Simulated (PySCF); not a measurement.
Excitations are Tamm–Dancoff values on a coarser integration grid. The basis has no diffuse functions, so Rydberg states are missing or too high.

Cartesian coordinates (Å):
SMILES: BrB(Cl)Br
```xyz
4

Cl     1.7295    -0.3967    -0.0012
B      0.0410    -0.0094     0.0000
Br    -0.5177     1.8054    -0.0004
Br    -1.2528    -1.3992     0.0015
```
Charge 0, multiplicity 1.

**Question.** Predict the HOMO, brightest of the four lowest singlets (TDA) and HOMO–LUMO gap from PBE0-D4/def2-TZVP (PySCF).

**Answer.** 
```yaml
HOMO: -8.45 eV
brightest of the four lowest singlets (TDA): 6.12 eV
HOMO–LUMO gap: 6.48 eV
```
